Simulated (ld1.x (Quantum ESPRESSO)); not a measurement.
# magnesium (Mg): one change to a TM potential, before and after

- Element: Mg (Z = 12)
- Generator: ld1.x (Quantum ESPRESSO) 7.5
- Type: norm-conserving Troullier–Martins (Kleinman–Bylander form)
- Functional: PBE
- Relativity: non-relativistic
- Frozen core: [Ne]
- Valence charge: 2
- Reference configuration: 3s2 3p0
- Partial waves: 3p (bound, empty): rc 3.25 bohr; 3d channel at 0.2 Ry: rc 3.35 bohr; 3s (bound): rc 2.20 bohr
- Local potential: the s channel
- Core correction: none

Change: scalar-relativistic.

Cutoffs: the cutoffs (Ry, on a coarse ladder) from which the occupation-weighted sum of valence levels, in a spherical-Bessel basis at the reference potential, stays within 10 and 1 mRy of its value at 400 Ry; they do not see the model core or the augmentation charge, which bear on the density cutoff. Errors are all-electron minus pseudo energies relative to the spin-unpolarised reference configuration.

Predict the effect on cutoff, ghosts and configuration errors.

The potential gets harder (6 Ry and 18 Ry → 8 Ry and 18 Ry); of the 5 tests that both files solve, the error grows in 1 and shrinks in 0 by more than 15 % and 0.3 meV (median size 13.1 → 13.8 meV); neither file shows a bound ghost.

| quantity | base | changed |
| --- | --- | --- |
| cutoff, loose | 6 Ry | 8 Ry |
| cutoff, tight | 18 Ry | 18 Ry |
| bound ghosts | none | none |
| error for 3s1 3p0, meV [ΔE 7.95 → 7.96 eV] | +9.4 | +9.3 |
| error for 3s1.5 3p0, meV [ΔE 3.14 eV] | +0.6 | +0.5 |
| error for 3s1 3p1, meV [ΔE 3.48 → 3.49 eV] | +13 | +14 |
| error for 3s0 3p1, meV [ΔE 12.29 → 12.33 eV] | +139 | +169 |
| error for 3s0 3p2, meV [ΔE 7.15 → 7.18 eV] | +76 | +83 |
| s: phases at 3.66 bohr within 0.05 rad from the reference energy up to (Ry; the scan ends near 5) | 1.2 | 1.2 |
| p: phases at 3.66 bohr within 0.05 rad from the reference energy up to (Ry; the scan ends near 5) | 0.5 | 0.3 |
| d: phases at 3.66 bohr within 0.05 rad from the reference energy up to (Ry; the scan ends near 5) | 2.1 | 2.1 |
